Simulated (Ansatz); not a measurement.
The same path of AlFH3NTe (7 atoms, charge 0, multiplicity 1) was run twice with different band settings. The coordinate that changes most is the height of N1 over the plane of its neighbours.

Method: RKS PBE0/def2-SVP in Ansatz 0.2.0.

Relaxed end points:

```xyz
7
Properties=species:S:1:pos:R:3
N -0.742 0.875 1.039
Al 0.352 -0.035 0.003
F 1.987 0.036 0.314
Te -0.463 -1.437 -1.928
H -0.434 1.447 1.818
H -1.751 0.909 0.956
H 1.113 -1.864 -2.249
```

```xyz
7
Properties=species:S:1:pos:R:3
N -0.644 0.700 0.829
Al 0.788 -0.009 0.093
F 2.280 0.347 0.743
Te 0.759 -1.548 -1.903
H -0.618 1.319 1.633
H -1.600 0.559 0.524
H -0.903 -1.436 -1.964
```

Common settings: movable images 5; climbing image yes; spring 5.0 eV/Å²; optimiser quadratic models (default); start path through a guess of the saddle point; end points relaxed.

| run | force threshold | iteration limit |
| --- | --- | --- |
| 1 | 0.05 eV/Å | 57 |
| 2 | 0.5 eV/Å | 60 |

**Question.** What does each run give, and how far can it be trusted?

**Answer.** Run 1: converged after 8 iterations, highest image 0.125 eV above the first end. A vibrational analysis at the climbing image gives one clearly imaginary mode, 160i cm⁻¹: a first-order saddle point.
Run 2: converged after 5 iterations, highest image 0.149 eV above the first end. The threshold of 0.5 eV/Å is loose, so the images may lie well off the minimum-energy path. The order of the stationary point at the top wasn't checked.
